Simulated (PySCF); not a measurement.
Isomers C6H10O3Si:

A. `InChI=1S/C6H10O3Si/c1-10(2)4-3-6(8)9-5-7/h3-5,10H,1-2H3/b4-3+`
B. `O=C(O)C[SiH2]O[C@]12C[C@H]1C2`
C. `CO[SiH2]CC(=C=O)C(C)=O`

Spectrum 1. ¹H NMR (500 MHz, computed): δ 5.79 (br s, 1H), 4.84 (t, 2H), 2.46 (t, 2H), 2.00 (m, 2H), 1.96 (m, 1H), 0.87 (m, 2H). ¹³C{¹H} NMR (computed): δ 175.1 (C), 52.2 (C), 36.0 (CH2), 25.3 (CH2), 4.4 (CH).

Spectrum 2. ¹H NMR (500 MHz, computed): δ 8.21 (m, 1H), 8.19 (s, 1H), 6.41 (d, 1H), 4.62 (m, 1H), 0.29 (d, 6H). ¹³C{¹H} NMR (computed): δ 168.4 (CH), 164.8 (C), 159.4 (CH), 140.5 (CH), -2.7 (CH3).

Spectrum 3. ¹H NMR (500 MHz, computed): δ 5.06 (t, 2H), 3.73 (s, 3H), 2.24 (s, 3H), 1.80 (t, 2H). ¹³C{¹H} NMR (computed): δ 203.6 (C), 198.7 (C), 53.2 (CH3), 46.8 (C), 30.3 (CH3), 11.4 (CH2).

- NMR shieldings at PBE0/pcSseg-1/GIAO
- geometry from GFN2-xTB
- run in PySCF 2.14
- single conformer, relativity neglected, no solvent, rapidly exchanging positions averaged

Referencing at the same level of theory: ¹H (σref 31.72) and ¹³C (σref 186.93) against TMS. Where no couplings were computed, multiplicities follow the n + 1 count of equivalent neighbours, and m marks all less simple cases (inequivalent or close neighbours, rings, F or P nearby). Acid and N–H amide carbonyl carbons lie up to 10 ppm further downfield in solution (hydrogen bonding). Shifts are as computed. Against solution values, carbons near 30 ppm lie about +3 ppm off and those near 130 ppm about +5 ppm. Of 1309 compounds with measured shifts, 239 miss one by over three times the rms of a fit or turn the order of signals round; such compounds aren't used in these exercises. OH and NH positions are gas-phase values without hydrogen bonding to other molecules.

Question: Which spectrum belongs to which compound?

Answer: 1–B, 2–A, 3–C.

- Spectrum 1 (B): 5 ¹³C signals; δC 175.1 is a carboxylic acid carbon; δC 52.2 is a three-membered-ring carbon.
- Spectrum 2 (A): 5 ¹³C signals; δC 168.4 is a β carbon of a C=C–C=O unit; δC 164.8 is an anhydride carbonyl carbon.
- Spectrum 3 (C): 6 ¹³C signals; δC 198.7 is a ketone carbonyl carbon; δC 53.2 is a methyl carbon bonded to O.
